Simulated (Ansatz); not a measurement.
```yaml
crystal:
  periodic: [false, false, false]
  atoms:
    - {symbol: W, position_ang: [0.257510, 0.062743, 0.197410]}
    - {symbol: O, position_ang: [0.173924, 0.589095, 1.839466]}
    - {symbol: O, position_ang: [1.924714, -0.078285, -0.228026]}
    - {symbol: O, position_ang: [-0.550882, 1.357183, -0.935538]}
    - {symbol: H, position_ang: [-1.038083, 2.146306, -0.636580]}
    - {symbol: O, position_ang: [-0.588099, -1.633970, 0.060171]}
    - {symbol: H, position_ang: [-0.179084, -2.443082, -0.296913]}
basis:
  gaussian: {orbitals: def2-mTZVPP}
magnetization: {spin_polarized: false, initial_magnetization: 2}
hamiltonian: {xc: {name: revPBE0}}
scf: {omitted_lower_state_checks: [starts]}
output: {forces: true}
```

```sh
$ ansatz run in.yaml --threads 4 --pin off --events-out ev --progress --plain --max-ram 3916MiB
```

Shortened log:

```
Functional definition: revPBE0
1113 factors; their error is unknown
mean field evaluation 1: about -10032.7616 eV, gradient 8.8e1 eV
mean field evaluation 2: about -9978.8360 eV, gradient 1.9e2 eV
mean field evaluation 4: about -10045.1544 eV, gradient 1.3e1 eV
mean field evaluation 8: about -10045.4657 eV, gradient 2.6e-1 eV
mean field evaluation 16: about -10045.5058 eV, gradient 1.8e-2 eV
mean field evaluation 32: about -10032.8020 eV, gradient 8.8e1 eV
mean field -10045.50584482 eV, -369.1655307086 hartree, gradient 1.1e-5 eV, S^2 2.000000; 0 other end points of the search recorded, 0 dependent functions left out
reference -10045.50587768 eV, -369.1655319164 hartree; 25, 23 occupied and 117, 119 virtual orbitals, 1113 factors
Total energy: -10045.50587768 eV, -369.1655319164 hartree
Atom 0 at     0.257510     0.062743     0.197410 Å, force    -3.853772    -0.935806    -2.954455 eV/Å
Atom 1 at     0.173924     0.589095     1.839466 Å, force     0.153604     0.934587     4.235694 eV/Å
Atom 2 at     1.924714    -0.078285    -0.228026 Å, force     4.256752     0.137132    -0.850583 eV/Å
Atom 3 at    -0.550882     1.357183    -0.935538 Å, force    -0.558848     0.613458    -0.590769 eV/Å
Atom 4 at    -1.038083     2.146306    -0.636580 Å, force     0.518160    -0.466894    -0.002512 eV/Å
Atom 5 at    -0.588099    -1.633970     0.060171 Å, force    -0.483987    -0.868099    -0.212133 eV/Å
Atom 6 at    -0.179084    -2.443082    -0.296913 Å, force    -0.031907     0.585622     0.374759 eV/Å
Dipole moment:    -0.195672    -0.047898    -0.149830 e Å
Checks for a lower state left out: starts
```

It took 11 s on 4 threads of Arm Neoverse V1 on a shared host, peak host memory 0.6 GiB.

In the def2 sets W takes a core potential; there is no spin–orbit coupling.

With spin_polarized false and unpaired electrons the run is restricted open-shell.
